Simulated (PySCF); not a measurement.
SMILES [CH3][Ge]([CH3])([CH3])[S]B(O)O (C₃H₁₁BGeO₂S) at its GFN2-xTB optimised geometry (Å):

```
19

Ge    -0.3207     0.6267     0.0000
C     -1.1039    -0.3498    -1.5552
C     -0.9814     2.5063     0.0000
C      1.6756     0.6267     0.0000
S     -1.1329    -0.1693     1.9513
B     -0.4877    -1.8411     1.8307
O      0.2382    -2.1416     0.7247
O     -0.6840    -2.7971     2.7665
H     -0.8952     0.2036    -2.4654
H     -2.1808    -0.4337    -1.4415
H     -0.6827    -1.3445    -1.6440
H     -0.6107     3.0429     0.8679
H     -0.6464     3.0231    -0.8941
H     -2.0664     2.5314     0.0267
H      2.0664    -0.3813    -0.0775
H      2.0322     1.2083    -0.8444
H      2.0503     1.0792     0.9136
H      0.5640    -3.0429     0.6980
H     -1.1992    -2.5579     3.5350
```

Calculation: PBE0/def2-SVP run with PySCF. Cells within 0.4 Å of a nucleus heavier than hydrogen are left out (blank, or x).

Map of the HOMO−1 amplitude (bohr^(-3/2)) on the plane z = 1.5 Å; orbital energy -7.96 eV, overall sign arbitrary:

```
|77777777777777777777777777777|
|77777777777777777777777777777|
|77777777777777777777777777777|
|77777777777777777777777777777|
|77777777777888777777777777777|
|77777777778888877777777777777|
|77777777778888777777777777777|
|77777777777887777777777777777|
|77777777777777777777777777777|
|77777777777766677777777777777|
|77777777777666677777777777777|
|77777777887766677777777777777|
|77777778888765677777777777777|
|77777778899744567777777777777|
|77777778998522567777777777777|
|77777778897201467777777777777|
|77777777886202466777777777777|
|77777777775322467777777777777|
|77777777776434677777777777777|
|7777777777666x887777777777777|
|77777777777778887777777777777|
|77777777777778777777777777777|
|77777777777777776777777777777|
|77777777777777777777777777777|
|77777777777777777777777777777|
|77777777777777777777777777777|
|77777777777777777777777777777|
|77777777777777777777777777777|
|77777777777777777777777777777|
```
Scale: ten equal steps from -0.120 (start of '0') to 0.042 (end of '9'), in the order '0123456789'; x runs from -5.50 to 5.50, y from -5.50 (bottom) to 5.50 (top).
